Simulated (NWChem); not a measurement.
System: BP3H6; SMILES PB(P)P

Here is an NWChem input.

```
start job
memory heap 200 mb stack 900 mb global 1100 mb
geometry units angstroms noautosym nocenter noautoz
  B     -0.031062     0.000080    -0.038498
  P      1.865957    -0.003057    -0.046929
  H      2.154829    -1.074836     0.844808
  H      2.158372     1.067770     0.844798
  P     -0.972858    -1.644773     0.078309
  H     -0.096418    -2.495493    -0.652143
  H     -1.955476    -1.481158    -0.938779
  P     -0.967417     1.648037     0.078301
  H     -1.950571     1.487666    -0.938786
  H     -0.088170     2.495852    -0.652157
end
basis spherical
  * library 6-31g*
end
dft
  xc xcamb88 1.00 lyp 0.81 vwn_5 0.19 hfexch 1.00
  cam 0.33 cam_alpha 0.19 cam_beta 0.46
  iterations 150
end
property
  efieldgrad
end
task dft property
```

All runs use the structure optimised with PBE0/def2-SVP.

Vzz is the largest principal value of the second derivative of the potential at the nucleus (NWChem prints the opposite sign); η is the asymmetry. Non-relativistic.

Atoms are numbered as in the input.

Problem. Give the results of this calculation. (CAM-B3LYP/6-31G* (spherical d).) Quantities: Vzz B1 (a.u.); η B1.

Solution. 
```
Quantity       Value
-------------  -----
Vzz B1 (a.u.)  0.421
η B1            0.00
```
